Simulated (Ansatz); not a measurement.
Ansatz (a quantum-chemistry and plane-wave program) input (CCSD(T)/def2-QZVPP):
A basis named .json is the Basis Set Exchange file of that set.

Ansatz 0.2 input:
```yaml
crystal:
  periodic: [false, false, false]
  atoms:
    - {symbol: C, position_ang: [1.74294063, -1.05435017, 1.04366569]}
    - {symbol: Sn, position_ang: [-0.02184038, -0.23286217, 0.15473012]}
    - {symbol: C, position_ang: [-1.94785987, -1.13049913, 0.40810293]}
    - {symbol: Cl, position_ang: [0.37494932, -0.10336926, -2.16499733]}
    - {symbol: Cl, position_ang: [-0.19770700, 1.99312718, 0.90930832]}
    - {symbol: H, position_ang: [1.89966732, -2.06348044, 0.66760719]}
    - {symbol: H, position_ang: [2.58294682, -0.42103824, 0.76825346]}
    - {symbol: H, position_ang: [1.62805612, -1.06911105, 2.12575202]}
    - {symbol: H, position_ang: [-2.20088567, -1.14811016, 1.46640108]}
    - {symbol: H, position_ang: [-1.92927447, -2.14247956, 0.00825624]}
    - {symbol: H, position_ang: [-2.67209509, -0.52946079, -0.13667459]}
basis:
  gaussian:
    orbitals: def2-QZVPP.json
magnetization: {spin_polarized: false}
correlation: {method: ccsd_t, electrons: outside_noble_gas}
```

End of the output:

```
integrals: 13.07 GiB planned
3070 factors; integrals over basis functions are off by at most 7.4e-4 eV
5.79 GiB of device memory are held for the factors and their scratch space
mean field: 5.30 GiB planned
mean field evaluation 1: about -32970.5892 eV, gradient 3.7e1 eV
mean field evaluation 2: about -32970.6893 eV, gradient 3.7e1 eV
mean field evaluation 4: about -32974.2066 eV, gradient 3.6e0 eV
mean field evaluation 8: about -32974.2567 eV, gradient 2.4e-1 eV
mean field evaluation 16: about -32973.4411 eV, gradient 1.8e1 eV
mean field -32974.25694910 eV, -1211.7815921254 hartree, gradient 8.9e-6 eV, S^2 0.000000; 0 other end points of the search recorded, 0 dependent functions left out
21 core orbitals not correlated
reference -32974.25694910 eV, -1211.7815921254 hartree; 16, 16 occupied and 479, 479 virtual orbitals, 3070 factors
second order -24.66999707 eV of doubles, -0.00000000 eV of singles
coupled cluster: 93.46 GiB planned
cycle   1  -25.55757575 eV  change   -8.9e-1 eV  update   9.1e-2
cycle   2  -26.07957423 eV  change   -5.2e-1 eV  update   2.6e-2
cycle   3  -26.17218140 eV  change   -9.3e-2 eV  update   1.1e-2
cycle   4  -26.16592372 eV  change    6.3e-3 eV  update   2.4e-3
cycle   5  -26.16535350 eV  change    5.7e-4 eV  update   9.2e-4
cycle   6  -26.16542447 eV  change   -7.1e-5 eV  update   2.1e-4
cycle   7  -26.16532438 eV  change    1.0e-4 eV  update   7.0e-5
cycle   8  -26.16532285 eV  change    1.5e-6 eV  update   2.1e-5
perturbative correction -1.16446455 eV, -0.0427932831 hartree
Total energy: -33001.58673651 eV, -1212.7859432878 hartree
```
